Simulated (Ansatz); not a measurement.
Species: chloro(difluoro)methane, CHClF$_{2}$, net charge 0, singlet state. 
Structure (B3LYP-D3(BJ)/def2-TZVP (Ansatz, an electronic-structure program) minimum search):
```xyz
5

F     -0.9293     1.1547    -0.2887
C     -0.4772     0.0446     0.3178
F     -1.0941    -1.0146    -0.2314
Cl     1.2802    -0.0951     0.0818
H     -0.6909     0.0890     1.3835
```

Basis-set convergence of Hartree-Fock and CCSD correlation energies (hartree) with Ansatz. Valence correlation only, unless marked. Spin-orbit coupling is left out. No relativistic terms.

```csv
basis,functions,E(HF),"E(corr, CCSD)"
aug-cc-pV(D+d)Z,110,-696.85593,-0.72055
aug-cc-pV(T+d)Z,216,…,…
```

Task: Fill in the missing entries.

Result: 
- aug-cc-pV(T+d)Z, E(HF): -696.93638
- aug-cc-pV(T+d)Z, E(corr, CCSD): -0.89415
